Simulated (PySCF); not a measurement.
SMILES c1cc(cs1)-c1c(F)ccs1 (C₈H₅FS₂) (GFN2-xTB optimised geometry):

```
16

F      1.004     2.259     0.000
C      1.398     0.973     0.000
C      2.762     0.619     0.000
C      2.926    -0.728     0.000
S      1.427    -1.567     0.000
C      0.523    -0.083     0.000
C     -0.918    -0.083     0.000
C     -1.702    -1.274     0.000
C     -3.031    -1.025     0.000
S     -3.375     0.662     0.000
C     -1.705     1.038     0.000
H      3.559     1.339     0.000
H      3.840    -1.287     0.000
H     -1.270    -2.259     0.000
H     -3.840    -1.728     0.000
H     -1.396     2.064     0.000
```

Calculation: CAM-B3LYP/def2-TZVP in PySCF 2.14.0.

Q: What are the frontier orbital energies and the dipole moment?

A: HOMO-2 -8.62 eV, HOMO-1 -8.42 eV, HOMO -7.26 eV, LUMO -0.12 eV, LUMO+1 0.76 eV; dipole moment 1.43 D.

Meta-Löwdin charges at CAM-B3LYP/def2-TZVP: F1 -0.27, C2 0.26, C3 -0.17, C4 -0.26, S5 0.30, C6 -0.16, C7 -0.02, C8 -0.15, C9 -0.26, S10 0.31, C11 -0.28, H12 0.14, H13 0.15, H14 0.13, H15 0.14, H16 0.15.
